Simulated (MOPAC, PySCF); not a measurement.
System: HTe2, charge -1, multiplicity 1. SMILES: [TeH][Te-]
Geometry: optimised at B3LYP-D3(BJ)/def2-TZVP (Ansatz).

Unscaled harmonic wavenumbers (cm⁻¹) in rising order, each level at the stationary point that it reaches from this structure (no distance between atoms moves by over 0.3 Å); the order of modes can differ between levels, and a negative number is imaginary. B3LYP-D3(BJ)/def2-TZVP (PySCF, at the structure above): 177, 546, 1997.

AM1 (MOPAC): 281, 547, 2242. Zero-point energy 4.4 against 3.9 kcal/mol; where all levels lie over 400 cm⁻¹, the wavenumbers are on average 1.123 times those of B3LYP-D3(BJ)/def2-TZVP.

PM3 (MOPAC): 175, 276, 2148. Zero-point energy 3.7 against 3.9 kcal/mol; where all levels lie over 400 cm⁻¹, the wavenumbers are on average 1.076 times those of B3LYP-D3(BJ)/def2-TZVP.
